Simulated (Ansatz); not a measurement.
The Se1–Se2 bond of Se2 is stretched (multiplicity 3).


Correlated levels freeze the cores. Filled d and f shells under p-block atoms count as core.

Run with Ansatz (a program for electronic structure) with Gaussian orbitals. Each number belongs to the level named beside it.

FIC-MRCISD+Q on CASSCF(12,8)/cc-pVTZ, total energies (hartree):

| R (Å) | CASSCF | MRCISD | weight c² of the reference |
|---|---|---|---|
| 2.188 | -4799.830801 | -4800.077205 | 0.89742 |
| 3.829 | -4799.734789 | -4799.962915 | 0.89988 |
| 8.753 | -4799.733985 | -4799.960669 | 0.90036 |

**Question.** Add the Davidson correction (E_MRCISD − E_CASSCF)(1 − c²)/c² and give the energies above the first point at the three levels.

**Answer.** 
Corrections (hartree): -0.028166, -0.025381, -0.025088. Above the first point (kcal/mol):
- R = 3.829 Å: CASSCF 60.2, MRCISD 71.7, with the correction 73.5
- R = 8.753 Å: CASSCF 60.8, MRCISD 73.1, with the correction 75.1
